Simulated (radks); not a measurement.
The osmium ion Os2+ inside a hard spherical wall (all orbitals vanish at R), configuration held at [Xe] 4f14 5d6 and not refilled when levels cross. Calculated with a radial shooting solver on a logarithmic mesh with Libxc functionals: scalar-relativistic Kohn-Sham, PBE, spin-unpolarised, spherical densities, finite nucleus; Fermi nuclear charge, rms radius 5.4126 fm. Eigenvalues in eV, with the zero of energy where the potential of the charges vanishes at infinity; a dash marks a level that is unbound or too diffuse for the functional's potential to be trusted. A positive occupied level is held by the wall or, in an anion where self-interaction has pushed it up, behind a barrier. The pressure on the wall is -dE/dV.

R (bohr)	E (hartree)	kinetic (hartree)	e(5s)	e(4f)	e(5p)	e(5d)	e(6s, empty)	e(6p, empty)	pressure (GPa)
free	-17249.7516	19111.083	-108.65	-69.125	-68.032	-22.924	-20.790	-13.744	0
12	-17249.7516	19111.083	-108.65	-69.125	-68.032	-22.924	-20.790	-13.744	< 0.0001
8	-17249.7516	19111.084	-108.65	-69.123	-68.031	-22.923	-20.787	-13.709	0.00158
6	-17249.7501	19111.101	-108.58	-69.046	-67.960	-22.858	-20.652	-13.169	0.213
3.5	-17249.4965	19112.599	-104.70	-64.838	-64.335	-18.968	-12.362	0.998	98.9
3	-17249.0307	19114.914	-100.83	-60.433	-60.684	-14.385	-1.868	15.931	401
2.5	-17247.5353	19121.935	-92.912	-51.043	-52.764	-3.612	23.925	49.545	1970
1.5	-17214.1430	19253.080	-10.733	32.632	43.260	121.63	321.28	385.09	122000
